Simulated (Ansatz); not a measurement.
`[AlH2][SiH](Cl)[AsH2]` + `C[SiH3]` → `C[SiH2][SiH]([AlH2])Cl` + arsine  (formal exchange of groups at the Si–As bond)

Isolated molecules relaxed with PBE0-D4/def2-TZVP in Ansatz; ΔE leaves out vibrations. CBS: MP2 limit from def2 TZ/QZ plus the TZ coupled-cluster correction, frozen cores. This one scheme is used for every species. Functionals use def2-TZVPP. B3LYP here is the variant with VWN-RPA as its local correlation; programs differ in this. For As outer-core shells are correlated without core-valence functions, which leaves a few kJ/mol of doubt a bond. Scalar relativity is left out up to krypton. Each species was taken in one conformer, which may not be the lowest.

```csv
level,ΔE (kcal/mol),difference from CCSD(T)/CBS
PBE-D4,5.9,-1.7
B3LYP-D4,7.1,-0.5
r2SCAN,7.1,-0.5
PBE0,6.6,-1.0
HF/def2-TZVPP,8.4,0.8
MP2/def2-TZVPP,9.1,1.5
CCSD/def2-TZVPP,7.3,-0.3
HF/def2-QZVPP,8.3,0.7
HF/CBS(def2),8.3,0.7
CCSD/CBS(def2),7.7,0.1
CCSD(T)/CBS,7.6,0
```

Largest T1 diagnostic among the species: 0.011.

CCSD(T)/CBS has its own doubt, a few kJ/mol and more with outer-core shells, so smaller differences from it don't rank the levels.
